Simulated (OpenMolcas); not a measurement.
**N, P, As, Sb, Bi: ns2 np3 down the group**

```json
{
 "Program": "OpenMolcas 26.06",
 "Method": "XMS-RASPT2, IPEA 0.25 Eh, imaginary shift 0.1 Eh",
 "Basis": "ANO-RCC-VTZP",
 "Scalar Hamiltonian": "DKH2, point nucleus",
 "Spin-orbit coupling": "state interaction with AMFI integrals over the reference wave functions, term energies averaged over their components"
}
```

Active space for each ion: 5 electrons in 9 orbitals (RAS2 s p; RAS3 d, at most 2 electrons); closed shells correlated by CASPT2: N 1s; P 2s 2p; As 3d; Sb 4d; Bi 5d.

Computed levels in cm-1 above 4S* 3/2:

```tsv
Level	N	P	As	Sb	Bi
2D* 3/2	19810	11960	11450	9780	10660
2D* 5/2	19810	11970	11670	10820	14560
2P* 3/2	29790	19750	19650	19270	30130
2P* 1/2	29790	19740	19380	17860	21550
weight of 4S* in the lowest level (%)	100	100	100	97	69
```

Mixed levels, with the weight of the term that names them: Bi 4S* 3/2 (69 %), Bi 2D* 3/2 (66 %), Bi 2P* 3/2 (67 %).

Measured, with the error of the calculation in %. Measured levels: N, P, As, Sb, Bi from NIST Handbook of Basic Atomic Spectroscopic Data.

| Level | N | P | As | Sb | Bi |
| --- | --- | --- | --- | --- | --- |
| 2D* 3/2 | 19233 (+3.0) | 11361 (+5.3) | 10593 (+8.1) | 8512 (+14.9) | 11419 (-6.7) |
| 2D* 5/2 | 19224 (+3.0) | 11377 (+5.2) | 10915 (+6.9) | 9854 (+9.8) | 15438 (-5.7) |
| 2P* 3/2 | 28839 (+3.3) | 18748 (+5.3) | 18648 (+5.4) | 18464 (+4.4) | 33165 (-9.2) |
| 2P* 1/2 | 28839 (+3.3) | 18723 (+5.5) | 18186 (+6.6) | 16395 (+8.9) | 21661 (-0.5) |

Without spin-orbit coupling 2D* lies 19810, 11960, 11590, 10380, 9810 cm-1 above 4S* in that order; the difference to the level 2D* 3/2, of either sign, comes from spin-orbit coupling, which also lowers the zero.

CASPT2 does not keep the components of a term degenerate, so their means are used; among the terms shown or strongly mixed into the levels shown the widest spread is 54 cm-1 (5s2 5p3 2D*, Sb). Active for correlation alone: 3d; no level in the range computed is led by a configuration that fills it, so any true level of that kind is missing (holds for N; P). Some high roots are left out of the spin-orbit mixing, which shifts the levels that they would mix with (holds for As; Sb). Active for correlation alone: 4d; no level in the range computed is led by a configuration that fills it, so any true level of that kind is missing (holds for As). Active for correlation alone: 5d; no level in the range computed is led by a configuration that fills it, so any true level of that kind is missing (holds for Sb). Active for correlation alone: 6d; no level in the range computed is led by a configuration that fills it, so any true level of that kind is missing (holds for Bi). Measured partners are found by configuration, term and J. A level has none where our copy of the source lacks it or the pairing is in doubt (some pairs that miss far off the trend of their configuration count as doubtful), and it then counts in no deviation. Levels of configurations outside the active space are missing.

* marks odd parity.
